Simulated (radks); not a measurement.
Question: The magnesium ion Mg+, [Ne] 3s1. All-electron calculation, non-relativistic Kohn-Sham, PBE, spin-polarised, spherical densities, point nucleus. Program: a radial shooting solver on a logarithmic mesh with Libxc functionals. Every spin shell is full or empty, so the densities are truly spherical. Functionals are evaluated on that one density, not self-consistently. Rank these exchange functionals by their error against the exact value of the orbitals, and give that value: LDA, PW91, PW86, OPTX, WC, AM05, SOGGA, APBE, TPSS, MS2, TASK.

Answer: Exact: -15.8192 hartree. From best to worst, with 100 (|E| - |E exact|)/|E exact| (equal figures are ties): PW91 -0.03, OPTX +0.06, MS2 +0.33, TPSS +0.43, PW86 +0.75, APBE +0.78, WC -1.65, TASK -2.74, SOGGA -3.68, AM05 -7.35, LDA -8.57.
